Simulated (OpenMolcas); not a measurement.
Kr²⁺: effect of the IPEA shift

```yaml
Program: OpenMolcas
Basis: ANO-R3 [7s6p5d4f2g1h]
Scalar_Hamiltonian: X2C, finite nucleus
Active_space: 4 electrons in 3 orbitals (4p)
State_averaging: 2S+1 = 3 even, 3 roots; 2S+1 = 1 even, 6 roots
Spin-orbit_coupling: state interaction with AMFI integrals over the reference wave functions, term energies averaged over their components
```

Methods on the same reference wave functions:
A. CASSCF
B. SS-CASPT2, IPEA 0.25 Eh, imaginary shift 0.1 Eh (closed shells correlated: 3d 4s)
C. SS-CASPT2, IPEA 0.5 Eh, imaginary shift 0.1 Eh (closed shells correlated: 3d 4s)

Energies in cm-1 above 4s2 4p4 3P2, the measured ground level; measured values from Saloman, J. Phys. Chem. Ref. Data 36, 215 (2007).

| Level | A | B | C | Measured |
| --- | --- | --- | --- | --- |
| 4s2 4p4 3P2 | 0.0 | 0.0 | 0.0 | 0.0 |
| 4s2 4p4 3P1 | 4115 | 4190 | 4200 | 4548 |
| 4s2 4p4 3P0 | 5135 | 5040 | 5050 | 5313 |
| 4s2 4p4 1D2 | 17092 | 14520 | 14350 | 14644 |
| 4s2 4p4 1S0 | 39039 | 33410 | 33460 | 33080 |

Deviations, from unrounded energies. A percentage is the sum of absolute deviations over the sum of measured energies, with the sign that they share, or ± where signs differ.

```json
{"Against measurement": "mean absolute deviation (cm-1)", "Levels": "4", "A": "2300", "B": "270", "C": "320"}
{"Against measurement": "fine structure of the ground term (%)", "Levels": "2", "A": "-6.2", "B": "-6.4", "C": "-6.2"}
{"Against measurement": "other terms of the ground configuration (%)", "Levels": "2", "A": "+17.6", "B": "±0.9", "C": "±1.4"}
```

B lies closest to measurement on these levels and A furthest from it. The largest miss of B in the table is 4s2 4p4 3P1, by -360 cm-1. The ranking rests on the paired levels alone, and a cruder setting can come out closer through cancelling errors.

Between B and C the level of the table that moves most is 4s2 4p4 1D2, by 180 cm-1 (lowest in C, highest in B). Moves below CASPT2's spread within the term are not significant.

The mean deviations of B to C differ by less than CASPT2's widest spread within a term (250 cm-1), so their order carries little weight.

From A to B the spin-free energies of the other terms of 4s2 4p4 shown, above 3P, scale by factors of 0.81 to 0.84.

The lowest spin-free term lies below A's lowest term by 0.642 hartree in B, 0.636 hartree in C.

CASPT2 does not keep the components of a term degenerate, so their means are used; among the terms shown or strongly mixed into the levels shown the widest spread is 250 cm-1 (4s2 4p4 1D, C). With the s shell closed, the reference lacks s² → p² mixing. Computed and measured levels are paired by configuration, term and J; levels that our copy of the source lacks, or whose pairing is in doubt (as where it misses far off the trend of its configuration), stay unpaired and out of the deviations. Only configurations of the active space appear.
